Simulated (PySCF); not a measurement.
Excitation energy of Sr⁺ by level of theory

Sr⁺ [Kr] 5s1 (2S) → Sr⁺ [Kr] 5p1 (2P), as a difference of total energies. Calculation: PySCF 2.14, in aug-cc-pwCVTZ-X2C; the spin-free X2C one-electron Hamiltonian (Gaussian nucleus). Correlated levels: valence and next inner shell: [Ar] 3d10 frozen. The calculations carry no spin-orbit coupling.

```tsv
method	excitation energy (eV)
UHF	2.744
LDA	2.917
PBE	2.720
PBE0	2.734
r2SCAN	2.632
wB97M-V	2.887
LC-wPBE	2.815
wB97X-V	2.876
MP2 (valence and next inner shell)	2.999
SCS-MP2 (valence and next inner shell)	2.945
```

Errors of the correlated levels include the incompleteness of this basis and the frozen core.

**Question.** Which method comes closest to the reference value, and which is furthest?

**Answer.** The reference is 3.007 eV (measured; NIST levels, between the centres of gravity of the two terms). Closest: MP2 (valence and next inner shell) (error -0.008 eV); furthest: r2SCAN (error -0.375 eV).
